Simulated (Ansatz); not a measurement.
Program: Ansatz. Geometries: PBE0-D4/def2-TZVP. ΔE: electronic, gas phase. CCSD(T)/CBS is the MP2 limit (def2-TZVPP, def2-QZVPP) plus CCSD(T) − MP2 in def2-TZVPP, frozen cores. This one scheme is used for every species, atoms too. DFT in def2-TZVPP. No spin–orbit coupling; open shells (•) take unrestricted orbitals. Spin–orbit coupling would lower the free atoms: a little for Al, C, O, S. Each species was taken in one conformer, which may not be the lowest.

Reaction (atomization): `O/C(S)=[CH]/[AlH2]` → Al• + 2 C• + 5 H• + O• + S•

| level | ΔE (kJ/mol) |
| --- | --- |
| PBE-D4 | 3584.3 |
| CCSD/CBS(def2) | 3423.1 |

What does CCSD(T)/CBS give? (Best estimate.)

The calculation gave: +3491.1 kJ/mol. The listed levels differ from it by 93.2, -68.0 kJ/mol.

Largest T1 diagnostic among the species: 0.018.

The D4 term adds +37.7 kJ/mol with B3LYP and +19.6 kJ/mol with PBE0; it sums over pairs of atoms, weighted by their polarisabilities, and B3LYP, whose exchange is more repulsive, gets the larger term. In def2-TZVPP, CCSD(T) changes the Hartree–Fock value by +947.7 kJ/mol (the triples alone add +68.1 kJ/mol) and MP2 by +1023.7 kJ/mol; breaking electron pairs costs correlation energy, which Hartree–Fock lacks. From PBE to PBE0 (25 % exact exchange), in def2-TZVPP and without D4, ΔE moves by −80.3 kJ/mol: exact exchange takes away binding that semilocal exchange gives to molecules.

B3LYP here is the variant with VWN-RPA as its local correlation; programs differ in this.

For atomizations the MP2-based limit and the directly extrapolated one differ by several kJ/mol either way, and by 10 to 25 for some Ge, Se and Sn compounds, so smaller differences from it don't rank the levels.
